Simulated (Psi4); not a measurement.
Cl₃Ga, triplet, geometry from GFN2-xTB (such geometries of metal compounds can be far from the true shape) (a higher spin typed on purpose: for a closed-shell molecule this is an excited state), with bond 2-1 at 1.3 times its length; HF/def2-SVP in Psi4.

The Psi4 input:
```
memory 2 GB

molecule {
0 3
Ga   -0.45767992    0.06399269    0.53548351
Cl   -2.09094523   -1.71777396   -0.92585888
Cl    0.69151346    1.64016877   -0.81695315
Cl    1.85711718   -0.45026428    0.42910924
}

set {
  basis def2-svp
  reference uhf
  damping_percentage 50
}

energy('scf')
print_variables()
```

### Question
Predict the main parts of the log of this Psi4 run.

### Answer

```
   => Loading Basis Set <=

    Name: DEF2-SVP
    Role: ORBITAL
    Keyword: BASIS

         ---------------------------------------------------------
                                   SCF
               by Justin Turney, Rob Parrish, Andy Simmonett
                          and Daniel G. A. Smith
                              UHF Reference
         ---------------------------------------------------------

  ==> Geometry <==

    Molecular point group: c1
    Full point group: C1

    Geometry (in Angstrom), charge = 0, multiplicity = 3:

       Center              X                  Y                   Z               Mass
    ------------   -----------------  -----------------  -----------------  -----------------
         GA          -0.368276901408     0.144807765721     0.587431163317    68.925573500000
         CL          -2.001542211408    -1.636958884279    -0.873911226683    34.968852682000
         CL           0.780916478592     1.720983845721    -0.765005496683    34.968852682000
         CL           1.946520198592    -0.369449204279     0.481056893317    34.968852682000

  Running in c1 symmetry.

  Rotational constants: A =      0.09218  B =      0.03677  C =      0.03179 [cm^-1]
  Rotational constants: A =   2763.59647  B =   1102.26324  C =    953.11771 [MHz]
  Nuclear repulsion =  460.506030602782744

  Charge       = 0
  Multiplicity = 3
  Electrons    = 82
  Nalpha       = 42
  Nbeta        = 40

  ==> Algorithm <==

  SCF Algorithm Type is DF.
  DIIS enabled.
  MOM disabled.
  Fractional occupation disabled.
  Guess Type is SAD.
  Energy threshold   = 1.00e-06
  Density threshold  = 1.00e-06
  Integral threshold = 1.00e-12

  ==> Primary Basis <==

  Basis Set: DEF2-SVP
    Blend: DEF2-SVP
    Number of shells: 36
    Number of basis functions: 86
    Number of Cartesian functions: 92
    Spherical Harmonics?: true
    Max angular momentum: 2

   => Loading Basis Set <=

    Name: (DEF2-SVP AUX)
    Role: JKFIT
    Keyword: DF_BASIS_SCF

  ==> Integral Setup <==

  SCF_SUBTYPE=INCORE selected. In-core MEM_DF algorithm will be used.
  Using in-core AOs.

  ==> MemDFJK: Density-Fitted J/K Matrices <==

    J tasked:                   Yes
    K tasked:                   Yes
    wK tasked:                   No
    Algorithm:                 Core
    Schwarz Cutoff:           1E-12
    Mask sparsity (%):       9.4646
    Fitting Condition:        1E-10

   => Auxiliary Basis Set <=

  Basis Set: (DEF2-SVP AUX)
    Blend: DEF2-UNIVERSAL-JKFIT
    Number of shells: 174
    Number of basis functions: 650
    Number of Cartesian functions: 836
    Spherical Harmonics?: true
    Max angular momentum: 5

  Minimum eigenvalue in the overlap matrix is 2.9741284817E-02.
  Reciprocal condition number of the overlap matrix is 9.0657744700E-03.
    Using symmetric orthogonalization.

  ==> Pre-Iterations <==

  SCF Guess: Superposition of Atomic Densities via on-the-fly atomic UHF (no occupation information).

   -------------------------
    Irrep   Nso     Nmo
   -------------------------
     A         86      86
   -------------------------
    Total      86      86
   -------------------------

  ==> Iterations <==

                           Total Energy        Delta E     RMS |[F,P]|

   @DF-UHF iter SAD: -3295.88374232890192   -3.29588e+03   0.00000e+00
   @DF-UHF iter   1: -3299.67211007885089   -3.78837e+00   2.55950e-02 DIIS/ADIIS
   @DF-UHF iter   2: -3300.03425212098318   -3.62142e-01   2.67641e-02 DIIS/ADIIS/DAMP=50%
   @DF-UHF iter   3: -3292.19597265712400    7.83828e+00   6.25955e-03 DIIS/ADIIS/DAMP=50%
   @DF-UHF iter   4: -3299.29890810104462   -7.10294e+00   8.56329e-03 DIIS/ADIIS/DAMP=50%
   @DF-UHF iter   5: -3298.89070091944313    4.08207e-01   5.01993e-03 DIIS/ADIIS/DAMP=50%
   @DF-UHF iter   6: -3299.54662023161336   -6.55919e-01   3.11849e-03 DIIS/ADIIS/DAMP=50%
   @DF-UHF iter   7: -3300.22985700962090   -6.83237e-01   2.37278e-03 DIIS/ADIIS/DAMP=50%
   @DF-UHF iter   8: -3300.34129187925964   -1.11435e-01   1.34089e-03 DIIS/ADIIS/DAMP=50%
   @DF-UHF iter   9: -3300.53771665754675   -1.96425e-01   6.77699e-04 DIIS/ADIIS/DAMP=50%
   @DF-UHF iter  10: -3300.87946772442137   -3.41751e-01   5.32536e-04 DIIS/ADIIS/DAMP=50%
   @DF-UHF iter  11: -3301.00372674747405   -1.24259e-01   5.24555e-04 DIIS/ADIIS/DAMP=50%
   @DF-UHF iter  12: -3301.04263514055401   -3.89084e-02   5.08657e-04 DIIS/ADIIS/DAMP=50%
   @DF-UHF iter  13: -3300.96855580935926    7.40793e-02   3.36603e-04 DIIS/ADIIS/DAMP=50%
   @DF-UHF iter  14: -3301.00248256622035   -3.39268e-02   2.46493e-04 DIIS/ADIIS/DAMP=50%
   @DF-UHF iter  15: -3301.02162945857344   -1.91469e-02   1.95257e-04 DIIS/ADIIS/DAMP=50%
   @DF-UHF iter  16: -3301.04988186121182   -2.82524e-02   1.77877e-04 DIIS/ADIIS/DAMP=50%
   @DF-UHF iter  17: -3301.05534067812960   -5.45882e-03   1.63666e-04 DIIS/ADIIS/DAMP=50%
   @DF-UHF iter  18: -3301.05433350348858    1.00717e-03   1.52831e-04 DIIS/ADIIS/DAMP=50%
   @DF-UHF iter  19: -3301.05806984136598   -3.73634e-03   1.33566e-04 DIIS/ADIIS/DAMP=50%
   @DF-UHF iter  20: -3301.06166131940245   -3.59148e-03   1.33314e-04 DIIS/ADIIS/DAMP=50%
   @DF-UHF iter  21: -3301.09024295305471   -2.85816e-02   1.86808e-04 DIIS/ADIIS/DAMP=50%
   @DF-UHF iter  22: -3301.04998139415011    4.02616e-02   1.27500e-04 DIIS/ADIIS/DAMP=50%
   @DF-UHF iter  23: -3301.06005512498632   -1.00737e-02   2.80846e-04 DIIS/ADIIS/DAMP=50%
   @DF-UHF iter  24: -3301.06382539768583   -3.77027e-03   2.21749e-04 DIIS/ADIIS/DAMP=50%
   @DF-UHF iter  25: -3301.06403722763480   -2.11830e-04   1.20235e-04 DIIS/ADIIS/DAMP=50%
   @DF-UHF iter  26: -3301.07648384581262   -1.24466e-02   1.37909e-04 DIIS/ADIIS/DAMP=50%
   @DF-UHF iter  27: -3301.09470797800213   -1.82241e-02   1.95526e-04 DIIS/ADIIS/DAMP=50%
   @DF-UHF iter  28: -3301.07113340196793    2.35746e-02   1.06626e-04 DIIS/ADIIS/DAMP=50%
   @DF-UHF iter  29: -3301.06339228126444    7.74112e-03   8.52654e-05 DIIS/DAMP=50%
[...]
   @DF-UHF iter  50: -3301.07290593948255    2.37089e-03   6.01850e-05 DIIS/DAMP=50%
   @DF-UHF iter  51: -3301.07083394118581    2.07200e-03   8.00156e-05 DIIS/DAMP=50%
   @DF-UHF iter  52: -3301.06842755885145    2.40638e-03   9.25154e-05 DIIS/DAMP=50%
   @DF-UHF iter  53: -3301.06850694976492   -7.93909e-05   8.17924e-05 DIIS/DAMP=50%
   @DF-UHF iter  54: -3301.07783903373502   -9.33208e-03   3.73026e-05 DIIS/DAMP=50%
   @DF-UHF iter  55: -3301.06973597719661    8.10306e-03   9.60567e-05 DIIS/DAMP=50%
   @DF-UHF iter  56: -3301.06717161328834    2.56436e-03   1.07626e-04 DIIS/ADIIS/DAMP=50%
   @DF-UHF iter  57: -3301.06847664775432   -1.30503e-03   9.49841e-05 DIIS/DAMP=50%
   @DF-UHF iter  58: -3301.06905864396595   -5.81996e-04   8.71583e-05 DIIS/DAMP=50%
   @DF-UHF iter  59: -3301.07568581706619   -6.62717e-03   6.00598e-05 DIIS/DAMP=50%
   @DF-UHF iter  60: -3301.08124825336745   -5.56244e-03   3.48644e-05 DIIS/DAMP=50%
   @DF-UHF iter  61: -3301.07251070941811    8.73754e-03   8.88802e-05 DIIS/DAMP=50%
   @DF-UHF iter  62: -3301.07527803719086   -2.76733e-03   5.94833e-05 DIIS/DAMP=50%
   @DF-UHF iter  63: -3301.07504156882715    2.36468e-04   6.80836e-05 DIIS/DAMP=50%
   @DF-UHF iter  64: -3301.07303989750289    2.00167e-03   9.15989e-05 DIIS/DAMP=50%
   @DF-UHF iter  65: -3301.07251394883406    5.25949e-04   9.56902e-05 DIIS/DAMP=50%
   @DF-UHF iter  66: -3301.06264822278445    9.86573e-03   1.78078e-04 DIIS/ADIIS/DAMP=50%
   @DF-UHF iter  67: -3301.06850149953607   -5.85328e-03   1.32160e-04 DIIS/ADIIS/DAMP=50%
   @DF-UHF iter  68: -3301.06498216654063    3.51933e-03   1.40150e-04 DIIS/ADIIS/DAMP=50%
   @DF-UHF iter  69: -3301.06848983724558   -3.50767e-03   1.07100e-04 DIIS/ADIIS/DAMP=50%
   @DF-UHF iter  70: -3301.06940985952542   -9.20022e-04   1.01215e-04 DIIS/ADIIS/DAMP=50%
   @DF-UHF iter  71: -3301.06957363657011   -1.63777e-04   1.02310e-04 DIIS/ADIIS/DAMP=50%
   @DF-UHF iter  72: -3301.07027787604557   -7.04239e-04   1.00577e-04 DIIS/ADIIS/DAMP=50%
   @DF-UHF iter  73: -3301.06654980488793    3.72807e-03   1.20964e-04 DIIS/ADIIS/DAMP=50%
   @DF-UHF iter  74: -3301.07451083400974   -7.96103e-03   7.43477e-05 DIIS/DAMP=50%
   @DF-UHF iter  75: -3301.07059094309352    3.91989e-03   9.56811e-05 DIIS/DAMP=50%
   @DF-UHF iter  76: -3301.07524279660220   -4.65185e-03   6.67717e-05 DIIS/DAMP=50%
   @DF-UHF iter  77: -3301.07536642402783   -1.23627e-04   6.32307e-05 DIIS/DAMP=50%
   @DF-UHF iter  78: -3301.06492150573195    1.04449e-02   1.32062e-04 DIIS/ADIIS/DAMP=50%
   @DF-UHF iter  79: -3301.06956471643480   -4.64321e-03   1.02571e-04 DIIS/ADIIS/DAMP=50%
   @DF-UHF iter  80: -3301.07083198880764   -1.26727e-03   9.75288e-05 DIIS/DAMP=50%
   @DF-UHF iter  81: -3301.07135487659252   -5.22888e-04   9.49635e-05 DIIS/DAMP=50%
   @DF-UHF iter  82: -3301.08871769796951   -1.73628e-02   5.14836e-05 DIIS/DAMP=50%
   @DF-UHF iter  83: -3301.06704281404291    2.16749e-02   1.81949e-04 DIIS/ADIIS/DAMP=50%
   @DF-UHF iter  84: -3301.06004434376837    6.99847e-03   2.01928e-04 DIIS/ADIIS/DAMP=50%
   @DF-UHF iter  85: -3301.06514551023611   -5.10117e-03   1.34996e-04 DIIS/ADIIS/DAMP=50%
   @DF-UHF iter  86: -3301.07212009352270   -6.97458e-03   9.71835e-05 DIIS/DAMP=50%
   @DF-UHF iter  87: -3301.07890528885491   -6.78520e-03   5.13974e-05 DIIS/DAMP=50%
   @DF-UHF iter  88: -3301.07349105956428    5.41423e-03   9.79423e-05 DIIS/DAMP=50%
   @DF-UHF iter  89: -3301.07204957632803    1.44148e-03   1.10672e-04 DIIS/ADIIS/DAMP=50%
   @DF-UHF iter  90: -3301.07139145356996    6.58123e-04   1.21762e-04 DIIS/ADIIS/DAMP=50%
   @DF-UHF iter  91: -3301.07064466142174    7.46792e-04   1.26140e-04 DIIS/ADIIS/DAMP=50%
   @DF-UHF iter  92: -3301.07225225108914   -1.60759e-03   1.18098e-04 DIIS/ADIIS/DAMP=50%
   @DF-UHF iter  93: -3301.06865410715454    3.59814e-03   1.39757e-04 DIIS/ADIIS/DAMP=50%
   @DF-UHF iter  94: -3301.06959983375236   -9.45727e-04   1.41078e-04 DIIS/ADIIS/DAMP=50%
   @DF-UHF iter  95: -3301.06292729380584    6.67254e-03   1.79172e-04 DIIS/ADIIS/DAMP=50%
   @DF-UHF iter  96: -3301.07282663025217   -9.89934e-03   8.78331e-05 DIIS/DAMP=50%
   @DF-UHF iter  97: -3301.07120646218573    1.62017e-03   1.13333e-04 DIIS/ADIIS/DAMP=50%
   @DF-UHF iter  98: -3301.06985040778000    1.35605e-03   1.33592e-04 DIIS/ADIIS/DAMP=50%
   @DF-UHF iter  99: -3301.07389026269675   -4.03985e-03   9.75917e-05 DIIS/DAMP=50%
   @DF-UHF iter 100: -3301.07129539157222    2.59487e-03   1.29092e-04 DIIS/ADIIS/DAMP=50%

PsiException: Could not converge SCF iterations in 100 iterations.

  Failed to converge.

Traceback (most recent call last):
  File "psi4", line 375, in <module>
  File "<string>", line 26, in <module>
  File "site-packages/psi4/driver/driver.py", line 533, in energy
  File "site-packages/psi4/driver/procrouting/proc.py", line 2760, in run_scf
  File "site-packages/psi4/driver/procrouting/proc.py", line 2047, in scf_helper
  File "site-packages/psi4/driver/procrouting/scf_proc/scf_iterator.py", line 93, in scf_compute_energy
  File "site-packages/psi4/driver/procrouting/scf_proc/scf_iterator.py", line 86, in scf_compute_energy
  File "site-packages/psi4/driver/procrouting/scf_proc/scf_iterator.py", line 609, in scf_iterate

psi4.driver.p4util.exceptions.SCFConvergenceError: Could not converge SCF iterations in 100 iterations.

Printing out the relevant lines from the Psithon --> Python processed input file:
    """)
    core.IO.set_default_namespace("")
    core.set_global_option("BASIS", "def2-svp")
    core.set_global_option("REFERENCE", "uhf")
    core.set_global_option("DAMPING_PERCENTAGE", 50)
--> energy('scf')
    print_variables()

!-------------------------------------------------------!
!                                                       !
!  Could not converge SCF iterations in 100 iterations. !
!                                                       !
!-------------------------------------------------------!
```

Convergence was not reached.
